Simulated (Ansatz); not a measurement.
Energy profile

The step: Si₂H₃Cl₂F ([F][Si]([SiH3])([Cl])[Cl]) + HCl + H₂O → SiCl₃F ([F][Si]([Cl])([Cl])[Cl]) + SiH₄ + H₂O; bonds formed: Si1–Cl7, Si2–H8, H6–O9; bonds broken: Si1–Si2, H6–Cl7, H8–O9 (atoms numbered as in the saddle structure below).

```csv
atom,x (Å),y (Å),z (Å)
Si1,-0.8927,0.7095,-0.5697
Si2,-0.4511,-1.3392,0.8133
Cl3,0.2506,1.5313,-2.1169
Cl4,-2.6540,1.7095,-0.2452
F5,-1.5537,-0.4795,-1.4765
H6,1.8765,0.8510,0.4340
Cl7,0.1502,1.9035,1.0439
H8,0.8909,-0.3458,-0.0696
O9,2.0508,0.0493,-0.1278
H10,0.4790,-1.3511,1.9720
H11,-0.4369,-2.6256,0.0808
H12,-1.8189,-1.0128,1.2969
H13,2.1092,0.4001,-1.0354
```

Electronic energies by CCSD(T) at an estimated basis limit (MP2 extrapolated from triple and quadruple zeta, plus CCSD(T) − MP2 in triple zeta), on PBE0-D4/def2-TZVP structures; Si2H6Cl3OF, closed shell; no counterpoise correction. Computed with Ansatz 0.2.0 (basis: def2-TZVPP and def2-QZVPP); correlated methods freeze the cores. Extrapolation: Hartree–Fock as exp(−7.88 √X), correlation as X^−2.97.

(1) Give the profile in kcal/mol, counted from the separated reactants. (Judge from chemistry; the value comes from the calculation.)

No T1 diagnostic of these runs exceeds 0.012.

## Answers

(1) The calculation gives:
```
                                                                                                                                                           point  kcal/mol
separated: Si2H3Cl2F (linked as [F][Si]([SiH3])([Cl])[Cl]; Si1, Si2, Cl3, Cl4, F5, H10, H11, H12; singlet) + HCl (H6, Cl7; singlet) + H2O (H8, O9, H13; singlet)      0.00
                                                                                                                                                 start structure     -8.55
                                                                                                                                                          saddle     36.53
                                                                                                                                                   end structure    -26.14
    separated: SiCl3F (linked as [F][Si]([Cl])([Cl])[Cl]; Si1, Cl3, Cl4, F5, Cl7; singlet) + SiH4 (Si2, H8, H10, H11, H12; singlet) + H2O (H6, O9, H13; singlet)    -22.27
```

For scale, one of the runs: CCSD(T)/def2-TZVPP, 356 basis functions, launched by `ansatz run in.yaml --threads 4 --pin off --events-out ev --progress --plain --max-ram 46080MiB --backend cuda --devices 0, --max-vram 37GiB`. The run took 7 s on 4 CPU threads of an AMD EPYC 7R13 and a share of one NVIDIA H100 (shared host), with 0.9 GiB of host memory at its peak.
